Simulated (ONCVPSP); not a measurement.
Varying the ONCV potential for Ti (Z = 22)

Base potential:

ONCVPSP 4.0.1 input, shortened (lines: element, Z, core and valence counts, functional; n l f; lmax; l rc ep ncon nbas qcut; lloc lpopt rc5 dvloc0; l nproj debl; icmod fcfact rcfact), PBE, scalar-relativistic:

```
  Ti 22.00    3    4        4      upf
    1    0    2.00
    2    0    2.00
    2    1    6.00
    3    0    2.00
    3    1    6.00
    3    2    2.00
    4    0    2.00
    2
    0    1.40    0.00    4    7    6.60
    1    1.50    0.00    4    9    7.70
    2    1.90    0.00    3    8    8.40
    4    3    1.15    1.00
    0    2    3.90
    1    2    3.30
    2    1    2.60
    3    1.50    1.65
```

All-electron outer shells of the reference configuration (PBE, scalar-relativistic, ld1.x):

```tsv
shell	level (eV)	outermost node (bohr)	outermost maximum (bohr)
2p	-444.26	–	0.22
3s	-62.63	0.40	0.87
3p	-38.86	0.37	0.90
4s	-4.47	1.24	2.92
3d	-4.26	–	0.98
```

Cutoffs, loose and tight: the cutoffs (Ha) at which the residual kinetic energy of the hardest occupied pseudo-wave falls to 1 and 0.1 mHa per electron. They do not see the model core or the augmentation charge, which bear on the density cutoff. Test errors are all-electron minus pseudo excitation energies from the reference, over the configurations 3s2 3p6 3d2 4s1; 3s2 3p6 3d2 4s0; 3s2 3p6 3d1 4s0; 3s2 3p5 3d2 4s2. A dash means not determined; rows that change the core or the reference have their own tests.

```csv
change,outcome,"cutoff, loose","cutoff, tight",bound ghosts,GHOST(+) flags above zero,largest test error (meV)
base,generated,25 Ha,55 Ha,none,none,-107
d: rc 1.34,generated,33 Ha,122 Ha,none,none,-37
d: rc 1.58,generated,29 Ha,55 Ha,none,none,-62
d: rc 1.84,generated,26 Ha,55 Ha,none,none,-99
d: rc 2.08,generated,24 Ha,55 Ha,none,none,-132
d: rc 2.28,generated,22 Ha,55 Ha,none,none,-165
d: rc 2.44,generated,20 Ha,55 Ha,none,none,-198
d: rc 2.72,generated,20 Ha,55 Ha,none,none,-260
```

Reading the sweep of the d radius (base included, trends over the rows without a ghost): The loose cutoff falls from 33 Ha at 1.34 to 20 Ha at 2.72 bohr. A larger radius leaves more room for a smooth pseudo-wave, so fewer plane waves are needed; a smaller one forces it to follow the all-electron wave where it bends sharply. The median size of the test errors (rows with all tests solved) rises from 6.9 meV at 1.34 to 96.6 meV at 2.72 bohr. More of the atom is replaced by a form fitted at one configuration, so other configurations suffer as the radius grows.
